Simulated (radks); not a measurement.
Q: Calculated with a radial shooting solver on a logarithmic mesh with Libxc functionals: non-relativistic Kohn-Sham, LDA (Slater exchange, VWN5 correlation), spin-polarised, spherical densities, point nucleus. Response by self-consistent Sternheimer equations with the Hartree and adiabatic LDA kernel. Rank N3+, Be, F5+, Mg8+, O4+, Ne6+, B+, C2+ (NIST ground configurations) by static dipole polarisability, largest first.

A: Be 43.80, B+ 10.78, C2+ 4.257, N3+ 2.109, O4+ 1.196, F5+ 0.7435, Ne6+ 0.4935, Mg8+ 0.2495 bohr^3.
